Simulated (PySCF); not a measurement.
PySCF 2.14 output of an unrestricted LDA calculation on a single atom or ion in x2c-TZVPPall with one added diffuse shell each of s, p, d, f type (9s7p7d3f1g, 95 functions), with scalar relativity by spin-free X2C-1e:

```
SCF conv_tol = 1e-09
number electrons alpha = 24  beta = 21
    P. A. M. Dirac.,  Math. Proc. Cambridge Philos. Soc. 26, 376 (1930)
    F. Bloch.,  Z. Phys. 57, 545 (1929)
    S. H. Vosko, L. Wilk, and M. Nusair.,  Can. J. Phys. 58, 1200 (1980)
cycle= 1 E= -4778.33740441003  delta_E= -0.0298  |g|= 0.102  |ddm|= 0.62
cycle= 2 E= -4778.3368665083  delta_E= 0.000538  |g|= 0.0902  |ddm|= 0.0964
cycle= 3 E= -4778.33806150132  delta_E= -0.00119  |g|= 0.0232  |ddm|= 0.0838
cycle= 4 E= -4778.33819831957  delta_E= -0.000137  |g|= 0.00114  |ddm|= 0.0238
cycle= 5 E= -4778.33819877258  delta_E= -4.53e-07  |g|= 6.64e-05  |ddm|= 0.00187
cycle= 6 E= -4778.33819877445  delta_E= -1.87e-09  |g|= 2.51e-06  |ddm|= 0.000153
cycle= 7 E= -4778.33819877446  delta_E= -5.46e-12  |g|= 1.98e-08  |ddm|= 7.51e-06
converged SCF energy = -4778.33819877446  <S^2> = 3.7545529  2S+1 = 4.0022758
```

The run itself started from symmetry-adapted Hartree-Fock orbitals and held the occupation by maximum overlap, on a logarithmic radial grid, so the iterations belong to that start.

Which element, charge and spin multiplicity is this?

Rh (rhodium, neutral), multiplicity 4; the state was [Kr] 4d7 5s2, high-spin 4F determinant (an excited configuration).
